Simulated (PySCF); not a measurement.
Cobalt: a sound run and one with changed settings

Sound run: Co [Ar] 3d7 4s2, Co⁺ [Ar] 3d8. Computed with PySCF 2.14 in x2c-SVPall (5s3p3d1f, 36 functions), with the spin-free X2C one-electron Hamiltonian (Gaussian nucleus). In the sound run the correlated levels freeze [Ar]. The sound run starts from symmetry-adapted Hartree-Fock orbitals and uses a fine grid where one is needed.

Changed run: no relativity, point nucleus. This setting is unsound on purpose.

```csv
species,method,sound run (hartree),changed run (hartree),converged
Co,UHF,-1391.64018,-1378.00853,yes
Co,B3LYP,-1393.04652,-1379.41362,yes
Co,LDA,-1390.33052,-1376.69776,yes
Co,MP2,-1391.78931,-1378.15704,yes
Co⁺,UHF,-1391.33719,-1377.72460,yes
Co⁺,B3LYP,-1392.75477,-1379.14371,yes
Co⁺,LDA,-1390.04667,-1376.43702,yes
Co⁺,MP2,-1391.52574,-1377.91272,yes
```

Ionisation energy of Co:

```csv
method,sound run (eV),changed run (eV)
UHF,8.245,7.726
B3LYP,7.939,7.345
LDA,7.724,7.095
MP2,7.172,6.648
SCS-MP2,7.354,6.828
```

Most of the change in total energy is the relativistic energy itself. On top of that the contraction fixes the core shape for the Hamiltonian it was made with, so the changed run is not a good calculation with the other Hamiltonian either.

For comparison, NIST gives 7.881 eV between the lowest levels.
